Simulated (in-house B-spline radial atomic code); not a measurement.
Checks on a self-consistent run for the chlorine ion Cl³⁺, [Ne] 3s2 3p2. All numbers are computed (non-relativistic Hartree-Fock, spin-polarised, averaged over the determinants with the given up and down occupations; point nucleus) with a radial B-spline atomic code at the basis-set limit, not measured.

```json
{"orbital": "1s up", "q": "1", "ε (Eh)": "-106.60044", "<1/r>": "16.5596", "<r²>": "0.0111999"}
{"orbital": "1s down", "q": "1", "ε (Eh)": "-106.56752", "<1/r>": "16.563", "<r²>": "0.0111923"}
{"orbital": "2s up", "q": "1", "ε (Eh)": "-12.26811", "<1/r>": "3.32333", "<r²>": "0.230115"}
{"orbital": "2s down", "q": "1", "ε (Eh)": "-12.23789", "<1/r>": "3.32172", "<r²>": "0.2295"}
{"orbital": "2p up", "q": "3", "ε (Eh)": "-9.74070", "<1/r>": "3.20958", "<r²>": "0.203217"}
{"orbital": "2p down", "q": "3", "ε (Eh)": "-9.68424", "<1/r>": "3.20304", "<r²>": "0.203467"}
{"orbital": "3s up", "q": "1", "ε (Eh)": "-2.54353", "<1/r>": "0.96905", "<r²>": "2.24734"}
{"orbital": "3s down", "q": "1", "ε (Eh)": "-2.26327", "<1/r>": "0.957882", "<r²>": "2.30737"}
{"orbital": "3p up", "q": "2", "ε (Eh)": "-1.94261", "<1/r>": "0.878737", "<r²>": "2.66803"}
```

Electron-electron repulsion V_ee = 152.1486 hartree, kinetic energy T = 456.7894 hartree.

Question: What total energy follows from the eigenvalues?

Answer: The eigenvalues count the repulsion twice, so E = Σqε - V_ee = -304.641 - 152.149 = -456.789 hartree; the run printed -456.789.

Question: What is the virial ratio?

Answer: -V/T = (T - E)/T = 2.000000; at the Hartree-Fock limit it is 2.

Question: What diamagnetic shielding (Lamb formula) and susceptibility (Langevin formula) do the radii give?

Answer: σ = (α²/3)Σq<1/r> = 62.6898/(3·137.036²) = 1112.8 ppm, and χ = -0.79199×10⁻⁶·Σq<r²> = -9.181×10⁻⁶ cm³/mol with Σq<r²> = 11.593 bohr². Both are non-relativistic formulas without the paramagnetism of open shells.
